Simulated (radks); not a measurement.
The numbers below are computed, except where a source is named.
Fractional charge and spin in the 5s shell of antimony: the spin-up occupation runs from 0 to 1 and the spin-down occupation from 0 to 1; the fullest corner is Sb, [Kr] 4d10 5p(up 1.5, down 1.5) 5s(up 1, down 1). Level of theory: scalar-relativistic Kohn-Sham, PBEsol, spin-polarised, spherical densities, finite nucleus; Fermi nuclear charge, rms radius of each element as measured or else 0.836 A^(1/3) + 0.57 fm (a radial shooting solver on a logarithmic mesh with Libxc functionals). Energy (eV) minus the two flat planes that join the four corners (they meet along the diagonal where the two added fractions sum to one electron); zero is where a piecewise linear energy would lie.

| down \ up | 0 | 0.25 | 0.5 | 0.75 | 1 |
|---|---|---|---|---|---|
| 0 | 0.000 | -0.865 | -1.147 | -0.856 | 0.000 |
| 0.25 | -0.865 | -1.089 | -0.742 | 0.165 | -0.776 |
| 0.5 | -1.147 | -0.742 | 0.220 | -0.670 | -1.025 |
| 0.75 | -0.856 | 0.165 | -0.670 | -0.974 | -0.761 |
| 1 | 0.000 | -0.776 | -1.025 | -0.761 | 0.000 |

Corners above the fullest one (they belong to Sb+ and the next ion): (up 1, down 0) 16.888 eV, (up 0, down 1) 16.888 eV, (up 0, down 0) 43.366 eV. With half an added electron in each spin the energy lies 0.220 eV from the planes, and with half an added electron in spin up alone -1.147 eV. The planes are only a guide here: the flat-plane condition holds for ground states with one frontier orbital, while this shell lies below other occupied shells, so the corners above the fullest one are inner-hole states and not the ground states of those ions.
